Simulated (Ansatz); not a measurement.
C$_{2}$H$_{9}$AlSSi (`CC[SiH]([AlH2])S`), relaxed with RKS PBE-D4/def2-SVP in Ansatz 0.2.0 from a rough embedded geometry. The force threshold is 0.03 eV/Å; the program also tests the step.

Total charge 0; spin multiplicity 1.

Start:

```xyz
14

C    -0.679    1.728   -0.608
C    -0.476    0.988    0.687
Si   -0.268   -0.814    0.319
Al    1.669   -1.293   -0.847
S    -0.216   -1.941    2.173
H    -0.815    2.874   -0.324
H    -1.602    1.425   -1.122
H     0.181    1.668   -1.228
H    -1.397    1.134    1.328
H     0.412    1.343    1.202
H    -1.446   -1.289   -0.500
H     3.089   -0.844   -0.236
H     1.669   -1.844   -2.317
H    -0.122   -3.135    1.473
```

```tsv
step	energy (eV)	largest force (eV/Å)	largest move (Å)
1	-27505.5505	3.304	0.000
2	-27505.9358	1.039	0.167
3	-27505.9766	0.323	0.140
4	-27505.9922	0.120	0.056
5	-27506.0093	0.087	0.200
6	-27506.0232	0.183	0.194
7	-27506.0367	0.314	0.198
8	-27506.0537	0.438	0.196
9	-27506.0774	0.221	0.073
10	-27506.1242	0.184	0.191
11	-27506.1842	0.307	0.195
12	-27506.2607	0.329	0.195
13 (rejected)	-27506.2542	0.681	0.197
14	-27506.2831	0.350	0.098
15	-27506.3046	0.123	0.097
16	-27506.3065	0.087	0.058
17	-27506.3102	0.034	0.038
18	-27506.3119	0.116	0.092
19	-27506.3140	0.070	0.043
20	-27506.3153	0.062	0.067
21	-27506.3159	0.047	0.015
22	-27506.3166	0.038	0.033
23	-27506.3169	0.025	0.035
24	-27506.3169	0.016	0.033
```

End:

```xyz
14

C    -0.949    2.126   -0.463
C    -0.496    1.067    0.555
Si   -0.252   -0.647   -0.239
Al    1.871   -1.735   -0.597
S     0.508   -1.991    1.523
H    -1.080    3.117    0.018
H    -1.921    1.860   -0.931
H    -0.211    2.253   -1.282
H    -1.232    0.968    1.382
H     0.469    1.363    1.022
H    -1.604   -1.244   -0.558
H     3.160   -0.878   -0.191
H     1.889   -3.154   -1.335
H    -0.152   -3.105    1.093
```

It took 48 s on 4 threads of an Arm Neoverse V1 on a shared host, with 0.19 GiB of host memory at the peak.
